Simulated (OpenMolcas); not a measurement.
# V3+: effect of the metal basis

V3+ with its 6 nearest oxide ions at 2.05 Å, on the Mg site of MgO (a = 4.2112 Å, distance in the model lattice 2.106 Å). The rest of the host is ab initio model potentials to 7.6 Å and point charges beyond; the distance is set by hand and nothing relaxes, and no local charge compensation is placed.

| Quantity | Value |
| --- | --- |
| Program | OpenMolcas 26.06 |
| Method | CASSCF |
| Spin-orbit coupling | state interaction with AMFI integrals over the reference wave functions |

Fixed: ligand basis ANO-RCC-VDZP, active space 2 electrons in 5 orbitals (3d), DKH2 Hamiltonian.

States (labels of O, the rotations of Oh). Energies in cm-1 above the lowest state or level, χT in cm3 K/mol; under a threefold ground state the first gap can be a small split of the lowest multiplet, not the spin-orbit step; 10Dq and B are least-squares fits to the states below 45000 cm-1, weighted by degeneracy, with a free offset, and given where the rms deviation is under 5 % of |10Dq| (or 100 cm-1) and under 700 cm-1.

| Run | Metal basis | Ground state | First state of that spin | 10Dq | B (rms of fit) | First gap with spin-orbit (degeneracies) | χT at 300 K | First state of another spin | Cost |
| --- | --- | --- | --- | --- | --- | --- | --- | --- | --- |
| A | ANO-RCC-VDZP | 3T1 | 3T2 16050 | 17615 | 936 (63) | 3.9 (2, 3) | 0.906 | 1T2 12946 | roughly 17 core-seconds |
| B | ANO-RCC-VTZP | 3T1 | 3T2 15389 | 16964 | 937 (34) | 4.0 (2, 3) | 0.905 | 1T2 12926 | roughly 28 core-seconds |

Against A, |10Dq| changes by -3.7 % in B.

Costs are those of the RASSCF and RASSI steps.

An orbital triplet at a regular site is open to Jahn-Teller coupling, which can distort the site and quench the lowest spin-orbit gaps and is left out. Without dynamic correlation the repulsion within the d shell is too large (B by tens of per cent), so at a given field states of lower spin stand too high. Ligand-to-metal charge-transfer states are missing. With no ligand orbital active B as a rule stays too high, so bands that hang on it stand too high and its fall with covalency is understated. With metal d orbitals alone and no dynamic correlation 10Dq can be off by a tenth to a fifth, either way, in oxide and fluoride hosts. No measured value stands beside these numbers; the geometry was set by hand and not optimised.
